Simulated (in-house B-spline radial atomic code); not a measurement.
Configurations of the beryllium ion Be²⁺, with energies counted from 1s2. All numbers are computed (Dirac-Hartree-Fock, average of configuration; Fermi nucleus of rms radius 2.519 fm) with a B-spline radial code for spherical atoms, not measured. Energies include first-order Breit, QED and recoil terms.

```tsv
configuration	E - E(ref) (eV)	highest orbital	its <r> (bohr)
1s1 (4d3/2)1	145.03	4d3/2	6.996
1s1 (4f7/2)1	145.03	4f7/2	6
1s1 (5p3/2)1	147.74	5p3/2	12.04
1s1 (5d3/2)1	147.79	5d3/2	11.49
```

Question: Order these further configurations by energy, lowest first.
A. 1s1 (2p1/2)1
B. 1s1 (3d5/2)1
C. 1s1 (5g7/2)1
D. 1s1 (4p3/2)1
E. 1s1 (3p1/2)1

Answer: A (121.32 eV), E (138.85 eV), B (139.08 eV), D (144.94 eV), C (147.79 eV).
